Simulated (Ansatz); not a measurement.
Frontier orbitals of `[GeH3][C]#[C][GeH3]`.

| atom | x (Å) | y (Å) | z (Å) |
| --- | --- | --- | --- |
| Ge1 | -0.102 | -2.284 | 1.025 |
| C2 | -0.026 | -0.553 | 0.248 |
| C3 | 0.024 | 0.553 | -0.248 |
| Ge4 | 0.102 | 2.284 | -1.025 |
| H5 | -1.408 | -2.410 | 1.820 |
| H6 | -0.062 | -3.329 | -0.096 |
| H7 | 1.103 | -2.459 | 1.956 |
| H8 | -0.914 | 3.188 | -0.318 |
| H9 | -0.238 | 2.171 | -2.516 |
| H10 | 1.520 | 2.840 | -0.847 |

Charge 0, multiplicity 1. Correlated methods include outer-core shells of Ge, which these sets cover unevenly. Scalar relativity is left out up to krypton. Geometry: relaxed with PBE0-D4/def2-TZVP. Basis def2-TZVPP, Ansatz 0.2.0.

| functional | HOMO (eV) | LUMO (eV) | gap (eV) |
| --- | --- | --- | --- |
| PBE | -6.79 | -1.09 | 5.70 |
| PBE0 | -7.97 | -0.20 | 7.77 |
| r2SCANh | -7.48 | -0.58 | 6.90 |
| r2SCAN0 | -8.14 | -0.10 | 8.04 |
| ωB97M-V | -10.17 | 1.78 | 11.95 |
| HF | -10.62 | 3.21 | 13.83 |

A quarter of exact exchange (PBE0) shifts PBE's HOMO by −1.18 eV and its LUMO by +0.89 eV; full exchange at long range (ωB97M-V) shifts them by −3.38 and +2.87 eV. The gap opens from 5.69 to 11.95 eV, since occupied levels lose self-interaction and empty ones feel all the electrons. A positive LUMO is unbound and depends on the basis.
